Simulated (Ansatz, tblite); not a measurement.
Forces on SiHMe2(OEt) (C₄H₁₂OSi) at its PBE-D4/def2-SVP geometry. The state is a singlet with charge 0.

The xTB rows come from tblite. Another isomer (singlet) lies 0.34 eV lower at PBE0-D4/def2-TZVP; other spin states weren't run for this one.

GFN1-xTB (tblite), largest force 1.88 eV/Å:

```xyz
18
positions Å, forces eV/Å
C     1.616    0.491   -1.518    0.215    0.214   -0.276
C     1.614   -2.015    0.326    0.158   -0.238    0.177
C    -1.437    0.900    0.235   -0.576    0.615   -0.219
C    -2.232    1.225    1.489   -0.364    0.134    0.634
O    -0.418   -0.036    0.552    0.742   -0.555   -1.635
Si    0.558   -0.780   -0.611   -1.386   -0.174    0.462
H    -0.330   -1.486   -1.614    0.463    0.445    0.632
H     2.267   -0.003   -2.269   -0.179    0.429    0.278
H     2.267    1.040   -0.807   -0.174   -0.089   -0.449
H     0.993    1.235   -2.056    0.424   -0.188    0.165
H     0.982   -2.738    0.879    0.447    0.163   -0.121
H     2.264   -1.495    1.060   -0.149   -0.413   -0.199
H     2.265   -2.585   -0.368   -0.175    0.117    0.475
H    -0.994    1.836   -0.187   -0.152   -0.437    0.281
H    -2.117    0.490   -0.553    0.301    0.150    0.438
H    -3.030    1.963    1.272    0.447   -0.398    0.053
H    -2.701    0.309    1.900    0.271    0.458   -0.252
H    -1.567    1.647    2.270   -0.313   -0.233   -0.443
```

GFN2-xTB (tblite), largest force 1.51 eV/Å:

```
C 0.499 0.501 -0.477
C 0.419 -0.498 0.535
C 0.069 0.030 -0.313
C -0.319 0.117 0.583
O 0.284 -0.188 -1.225
Si -1.420 0.266 0.432
H 0.310 0.288 0.382
H -0.389 0.433 0.500
H -0.367 -0.280 -0.528
H 0.458 -0.427 0.330
H 0.519 0.441 -0.330
H -0.374 -0.460 -0.433
H -0.459 0.401 0.521
H -0.095 -0.536 0.266
H 0.423 0.099 0.455
H 0.507 -0.453 0.071
H 0.306 0.530 -0.277
H -0.370 -0.264 -0.492
```

PBE-D4/def2-TZVP (Ansatz), largest force 0.65 eV/Å:

```
C 0.066 0.108 -0.087
C 0.063 -0.102 0.110
C -0.260 0.304 -0.364
C -0.077 0.004 0.227
O 0.439 -0.375 -0.299
Si -0.224 0.231 0.271
H 0.081 0.084 0.094
H -0.171 0.122 0.196
H -0.167 -0.145 -0.187
H 0.161 -0.197 0.140
H 0.170 0.187 -0.150
H -0.164 -0.139 -0.190
H -0.172 0.151 0.175
H -0.081 -0.258 0.134
H 0.189 0.070 0.219
H 0.209 -0.188 0.035
H 0.114 0.242 -0.116
H -0.176 -0.100 -0.209
```
